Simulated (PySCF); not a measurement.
# Atomic charges against the basis set

C₂H₁₁BN₂.
Atom-mapped SMILES: `[CH3:1][CH2:2][B@H-:3]([NH2:4])[NH3+:5]` (hydrogens: H6, H7, H8 on C1; H9, H10 on C2; H11 on B3; H12, H13 on N4; H14, H15, H16 on N5)

Geometry (PBE0-D3(BJ)/def2-SVP, Å), atoms numbered from 1 in this order:
```
atom  x, y, z in Å
C1     1.9445   -0.2720   -0.1110
C2     0.7824    0.4687    0.5421
B3    -0.6220    0.4494   -0.2581
N4    -1.7944    1.0090    0.4827
N5    -1.0089   -1.1892   -0.4623
H6     2.8928   -0.1686    0.4423
H7     2.1218    0.0957   -1.1353
H8     1.7591   -1.3595   -0.1916
H9     0.6391    0.0914    1.5766
H10    1.0618    1.5306    0.6666
H11   -0.5232    0.8259   -1.4330
H12   -1.5757    1.4030    1.3924
H13   -2.3488    1.6886   -0.0253
H14   -0.3453   -1.7019   -1.0435
H15   -1.0671   -1.6383    0.4533
H16   -1.9353   -1.2399   -0.8846
```

PBE0 throughout (PySCF), one geometry, spherical d and f functions. The structure is a single PBE0-D3(BJ)/def2-SVP conformer in the gas phase; no vibrational or solvent corrections. Atoms taken as equivalent share a column and are averaged. The first 7 of 11 kinds of atom are listed.

Mulliken charges (e):

| basis | functions | C1 | C2 | B3 | N4 | N5 | H6/H7/H8 | H9 |
| --- | --- | --- | --- | --- | --- | --- | --- | --- |
| STO-3G | 36 | -0.230 | -0.239 | +0.219 | -0.521 | -0.410 | +0.057 | +0.033 |
| 6-31G | 67 | -0.496 | -0.467 | +0.530 | -0.896 | -0.855 | +0.141 | +0.108 |
| pcSseg-0 | 67 | -0.651 | -0.822 | +0.582 | -0.898 | -0.784 | +0.206 | +0.189 |
| 6-31G* | 92 | -0.524 | -0.444 | +0.379 | -0.884 | -0.874 | +0.150 | +0.114 |
| cc-pVDZ | 125 | -0.099 | -0.137 | -0.107 | -0.177 | +0.044 | +0.023 | -0.009 |
| def2-SVP | 125 | -0.092 | -0.151 | -0.117 | -0.234 | -0.024 | +0.021 | +0.004 |
| 6-311+G(2d,p) | 201 | -0.560 | -0.356 | +0.379 | -0.834 | -0.589 | +0.133 | +0.117 |
| aug-cc-pVDZ | 214 | +0.326 | +0.692 | -0.337 | -0.188 | -0.116 | -0.167 | -0.315 |
| def2-TZVP | 221 | -0.364 | -0.295 | -0.066 | -0.611 | -0.406 | +0.107 | +0.084 |
| IGLO-III | 285 | -0.381 | -0.372 | +0.334 | -0.735 | -0.573 | +0.105 | +0.076 |
| cc-pVTZ | 304 | -0.312 | -0.270 | -0.047 | -0.398 | -0.030 | +0.085 | +0.061 |

IAO charges (e):

| basis | functions | C1 | C2 | B3 | N4 | N5 | H6/H7/H8 | H9 |
| --- | --- | --- | --- | --- | --- | --- | --- | --- |
| STO-3G | 36 | -0.385 | -0.377 | +0.027 | -0.550 | -0.379 | +0.115 | +0.100 |
| 6-31G | 67 | -0.416 | -0.392 | +0.051 | -0.674 | -0.466 | +0.126 | +0.103 |
| pcSseg-0 | 67 | -0.407 | -0.398 | +0.032 | -0.634 | -0.437 | +0.124 | +0.105 |
| 6-31G* | 92 | -0.394 | -0.382 | +0.064 | -0.673 | -0.452 | +0.119 | +0.097 |
| cc-pVDZ | 125 | -0.394 | -0.383 | +0.050 | -0.667 | -0.447 | +0.119 | +0.098 |
| def2-SVP | 125 | -0.384 | -0.378 | +0.047 | -0.659 | -0.437 | +0.116 | +0.096 |
| 6-311+G(2d,p) | 201 | -0.409 | -0.397 | +0.057 | -0.708 | -0.471 | +0.125 | +0.104 |
| aug-cc-pVDZ | 214 | -0.407 | -0.394 | +0.055 | -0.706 | -0.468 | +0.124 | +0.104 |
| def2-TZVP | 221 | -0.409 | -0.397 | +0.059 | -0.704 | -0.471 | +0.124 | +0.104 |
| IGLO-III | 285 | -0.410 | -0.398 | +0.059 | -0.709 | -0.473 | +0.125 | +0.105 |
| cc-pVTZ | 304 | -0.409 | -0.397 | +0.058 | -0.700 | -0.471 | +0.124 | +0.104 |

Hirshfeld charges (e):

```json
{"basis": "STO-3G", "functions": "36", "C1": "-0.049", "C2": "-0.100", "B3": "+0.046", "N4": "-0.317", "N5": "-0.007", "H6/H7/H8": "+0.001", "H9": "-0.013"}
{"basis": "6-31G", "functions": "67", "C1": "-0.106", "C2": "-0.139", "B3": "+0.035", "N4": "-0.326", "N5": "-0.069", "H6/H7/H8": "+0.022", "H9": "+0.007"}
{"basis": "pcSseg-0", "functions": "67", "C1": "-0.108", "C2": "-0.144", "B3": "+0.031", "N4": "-0.319", "N5": "-0.068", "H6/H7/H8": "+0.022", "H9": "+0.007"}
{"basis": "6-31G*", "functions": "92", "C1": "-0.108", "C2": "-0.140", "B3": "+0.030", "N4": "-0.323", "N5": "-0.071", "H6/H7/H8": "+0.022", "H9": "+0.008"}
{"basis": "cc-pVDZ", "functions": "125", "C1": "-0.116", "C2": "-0.152", "B3": "+0.038", "N4": "-0.315", "N5": "-0.086", "H6/H7/H8": "+0.025", "H9": "+0.010"}
{"basis": "def2-SVP", "functions": "125", "C1": "-0.118", "C2": "-0.156", "B3": "+0.036", "N4": "-0.320", "N5": "-0.086", "H6/H7/H8": "+0.026", "H9": "+0.011"}
{"basis": "6-311+G(2d,p)", "functions": "201", "C1": "-0.124", "C2": "-0.159", "B3": "+0.050", "N4": "-0.322", "N5": "-0.106", "H6/H7/H8": "+0.028", "H9": "+0.016"}
{"basis": "aug-cc-pVDZ", "functions": "214", "C1": "-0.131", "C2": "-0.163", "B3": "+0.051", "N4": "-0.322", "N5": "-0.112", "H6/H7/H8": "+0.030", "H9": "+0.018"}
{"basis": "def2-TZVP", "functions": "221", "C1": "-0.127", "C2": "-0.159", "B3": "+0.048", "N4": "-0.323", "N5": "-0.106", "H6/H7/H8": "+0.029", "H9": "+0.015"}
{"basis": "IGLO-III", "functions": "285", "C1": "-0.130", "C2": "-0.161", "B3": "+0.050", "N4": "-0.324", "N5": "-0.113", "H6/H7/H8": "+0.030", "H9": "+0.017"}
{"basis": "cc-pVTZ", "functions": "304", "C1": "-0.127", "C2": "-0.158", "B3": "+0.048", "N4": "-0.323", "N5": "-0.106", "H6/H7/H8": "+0.028", "H9": "+0.015"}
```

Some averages cover members that differ in this geometry, most widely: H6/H7/H8, Mulliken in aug-cc-pVDZ -0.200 to -0.122; H6/H7/H8, Mulliken in def2-TZVP +0.071 to +0.129; H6/H7/H8, Mulliken in IGLO-III +0.069 to +0.125; H6/H7/H8, Mulliken in 6-31G +0.110 to +0.162 e.

Problem. Which scheme is steadiest as the basis changes?

Solution. Largest range over the bases for any column: Hirshfeld 0.11 e, IAO 0.16 e, Mulliken 1.51 e. Hirshfeld charges move least and Mulliken charges most, counted in e. Without the minimal STO-3G basis the ranges are Hirshfeld 0.05, IAO 0.07, Mulliken 1.51 e.

Problem. How much do the charges still move between the two largest bases, IGLO-III and cc-pVTZ?

Solution. At most, over all atoms: Mulliken 0.542 e, IAO 0.009 e, Hirshfeld 0.007 e.

Problem. What do the same runs give for the total energy, the frontier levels and the dipole moment?

Solution. 
```json
{"basis": "STO-3G", "energy (Eh)": "-214.2727", "HOMO (eV)": "-2.49", "LUMO (eV)": "8.42", "μ (D)": "4.24"}
{"basis": "6-31G", "energy (Eh)": "-216.9038", "HOMO (eV)": "-5.56", "LUMO (eV)": "1.60", "μ (D)": "3.39"}
{"basis": "pcSseg-0", "energy (Eh)": "-216.4734", "HOMO (eV)": "-5.70", "LUMO (eV)": "1.22", "μ (D)": "3.51"}
{"basis": "6-31G*", "energy (Eh)": "-216.9500", "HOMO (eV)": "-5.67", "LUMO (eV)": "1.66", "μ (D)": "3.44"}
{"basis": "cc-pVDZ", "energy (Eh)": "-216.9745", "HOMO (eV)": "-5.83", "LUMO (eV)": "1.03", "μ (D)": "3.53"}
{"basis": "def2-SVP", "energy (Eh)": "-216.8101", "HOMO (eV)": "-5.86", "LUMO (eV)": "1.01", "μ (D)": "3.54"}
{"basis": "6-311+G(2d,p)", "energy (Eh)": "-217.0377", "HOMO (eV)": "-6.24", "LUMO (eV)": "-0.34", "μ (D)": "3.27"}
{"basis": "aug-cc-pVDZ", "energy (Eh)": "-216.9974", "HOMO (eV)": "-6.23", "LUMO (eV)": "-0.53", "μ (D)": "3.26"}
{"basis": "def2-TZVP", "energy (Eh)": "-217.0506", "HOMO (eV)": "-6.18", "LUMO (eV)": "0.40", "μ (D)": "3.31"}
{"basis": "IGLO-III", "energy (Eh)": "-217.0620", "HOMO (eV)": "-6.23", "LUMO (eV)": "0.06", "μ (D)": "3.28"}
{"basis": "cc-pVTZ", "energy (Eh)": "-217.0487", "HOMO (eV)": "-6.13", "LUMO (eV)": "0.46", "μ (D)": "3.34"}
```

The dipole is fixed by the density alone, so its range of 0.98 D shows that the density itself changes with the basis, not only its division among atoms.
